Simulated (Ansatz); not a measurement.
`[NH2][InH][NH2]` + `C[N](C)[In]([Cl])[Cl]` → `C[N](C)[In]([NH2])[NH2]` + `[Cl][InH][Cl]`  (redistribution)

Computed with Ansatz on PBE0-D4/def2-TZVP structures; ΔE is electronic, products minus reactants. CBS: MP2 limit from def2 TZ/QZ plus the TZ coupled-cluster correction, frozen cores. DFT in def2-TZVPP. def2 core potentials past Kr. For In outer-core shells are correlated without core-valence functions, which leaves a few kJ/mol of doubt a bond. One conformer a species, not always the lowest.

```csv
level,ΔE (kJ/mol)
BLYP,9.5
MP2/CBS(def2),12.3
```

Problem. What does CCSD(T)/CBS give? (Estimate.)

Solution. Ansatz gave: +10.9 kJ/mol. The listed levels differ from it by -1.4, 1.4 kJ/mol.

Problem. What do rigid-rotor, harmonic-oscillator terms from PBE0-D4/def2-TZVP frequencies (298.15 K, 1 bar) make of the CCSD(T)/CBS value? (Estimate.)

Solution. The calculation gave: ΔZPE = -0.7 kJ/mol, ΔH = +10.0 kJ/mol, ΔS = 3 J/(mol·K), ΔG = +9.0 kJ/mol.

Largest T1 diagnostic among the species: 0.015.

Leaving LDA and LC-ωPBE aside and taking each functional with its dispersion term where it has one, the values, not all of them listed here, spread over 3.1 kJ/mol, from revPBE-D4 to CAM-B3LYP-D4. LDA lies +3.9 kJ/mol from PBE without D4.
